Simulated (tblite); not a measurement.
Compound: C8H14O.
Geometry (GFN2-xTB, Å), atoms numbered from 1 in this order:
```
atom  x, y, z in Å
C1     1.005    1.472    0.924
C2     0.514    0.578    0.076
C3     1.330    0.177   -1.114
C4     2.661   -0.449   -0.772
O5     0.962    0.331   -2.253
C6    -0.860   -0.062    0.181
C7    -1.765    0.558   -0.892
C8    -0.727   -1.570   -0.070
C9    -1.487    0.152    1.561
H10    0.456    1.827    1.778
H11    1.973    1.921    0.774
H12    2.502   -1.315   -0.134
H13    3.271    0.263   -0.221
H14    3.178   -0.747   -1.681
H15   -1.873    1.627   -0.724
H16   -2.749    0.097   -0.859
H17   -1.340    0.407   -1.880
H18   -0.082   -2.027    0.678
H19   -1.705   -2.043   -0.013
H20   -0.314   -1.766   -1.056
H21   -0.816   -0.185    2.348
H22   -2.410   -0.418    1.631
H23   -1.727    1.200    1.726
```

Calculated harmonic vibrations of the isolated species, GFN2-xTB (tblite), most abundant isotopes, no scaling. The method is semi-empirical: single wavenumbers can be off by several per cent or more. One conformer, not necessarily the lowest.

Harmonic wavenumbers (cm⁻¹): 53.4, 66.1, 93.1, 176.1, 196.4, 221.5, 253.8, 268.1, 289.9, 300.3, 340.0, 378.9, 389.9, 425.2, 507.2, 586.4, 677.6, 699.3, 711.7, 835.8, 905.8, 923.5, 960.8, 965.1, 968.6, 973.9, 989.2, 1036.7, 1040.7, 1088.8, 1201.1, 1230.0, 1236.2, 1281.8, 1362.7, 1402.1, 1404.0, 1416.9, 1427.4, 1447.5, 1454.7, 1486.2, 1492.9, 1497.9, 1503.4, 1510.1, 1518.2, 1689.7, 1754.6, 3019.9, 3025.5, 3026.9, 3028.7, 3031.6, 3034.6, 3035.4, 3037.2, 3043.1, 3044.2, 3052.1, 3059.9, 3103.2, 3136.1.

A = 2312, B = 1284, C = 1139 MHz; mass 126.104 u (most abundant isotopes); point group C1, symmetry number 1.

Question: Zero-point energy?

Answer: ½Σν̃ = 43660 cm⁻¹ = 522.29 kJ/mol.

Question: What is S at 200 K and 1 bar for an ideal gas of classical rigid rotors and harmonic oscillators?

Answer: Translation 160.88, rotation 116.12, vibration 88.29: S = 365.3 J/(mol K).

Question: And Cp and H(200 K) − H(0)?

Answer: Cp = 135.72 J/(mol K), of which vibrations give 102.46 (their classical limit is 63 R = 523.8); H(200 K) − H(0) = 16.66 kJ/mol without the zero-point energy, 10.01 from vibrations.

Question: Blend soft modes into free rotors: weight 1/[1 + (100 cm⁻¹/ν̃)⁴] for the oscillator and the rest for a rotor with moment μB/(μ + B), μ = h/(8π²ν), B = 10⁻⁴⁴ kg m². What vibrational entropy results?

Answer: 82.73 J/(mol K) in place of 88.29, which changes −T·S at 200 K by +1.11 kJ/mol.

Question: How do the functions run with temperature in this model?

Answer: 
```json
{"T (K)": "150", "S (J/(mol K))": "329.8", "Cp (J/(mol K))": "111.6", "H − H(0) (kJ/mol)": "10.47", "G − H(0) (kJ/mol)": "-39.00", "ln q(vib)": "3.11"}
{"T (K)": "250", "S (J/(mol K))": "398.1", "Cp (J/(mol K))": "159.3", "H − H(0) (kJ/mol)": "24.04", "G − H(0) (kJ/mol)": "-75.49", "ln q(vib)": "6.11"}
{"T (K)": "298.15", "S (J/(mol K))": "428.1", "Cp (J/(mol K))": "182.3", "H − H(0) (kJ/mol)": "32.26", "G − H(0) (kJ/mol)": "-95.39", "ln q(vib)": "7.57"}
{"T (K)": "400", "S (J/(mol K))": "488.4", "Cp (J/(mol K))": "230.0", "H − H(0) (kJ/mol)": "53.28", "G − H(0) (kJ/mol)": "-142.09", "ln q(vib)": "10.64"}
{"T (K)": "600", "S (J/(mol K))": "597.2", "Cp (J/(mol K))": "307.6", "H − H(0) (kJ/mol)": "107.45", "G − H(0) (kJ/mol)": "-250.86", "ln q(vib)": "16.58"}
{"T (K)": "900", "S (J/(mol K))": "738.0", "Cp (J/(mol K))": "386.0", "H − H(0) (kJ/mol)": "212.41", "G − H(0) (kJ/mol)": "-451.77", "ln q(vib)": "25.04"}
```

q(vib) and H(0) count from the zero-point level.

Question: What must be added to the electronic energy to get the Gibbs energy at 200 K and 1 bar?

Answer: ZPE + [H(200 K) − H(0)] − T·S = 522.29 + 16.66 − 73.06 = 465.89 kJ/mol.

Question: Which modes carry the vibrational entropy at 200 K?

Answer: 53.4 cm⁻¹: 16.32; 66.1 cm⁻¹: 14.57; 93.1 cm⁻¹: 11.80; 176.1 cm⁻¹: 6.88; 196.4 cm⁻¹: 6.10; 221.5 cm⁻¹: 5.27 J/(mol K); the other 57 give 27.34 together.

Hindered rotation and anharmonicity are outside this model. Other conformers, if any are populated, would add a mixing term that is left out. The structure is chiral; the term R ln 2 for an equal mix with its mirror image is left out.

Hardware: Arm Neoverse V1, one thread, on a shared host. Cost: 0.92 s of wall time. The figure is for the frequency step alone.
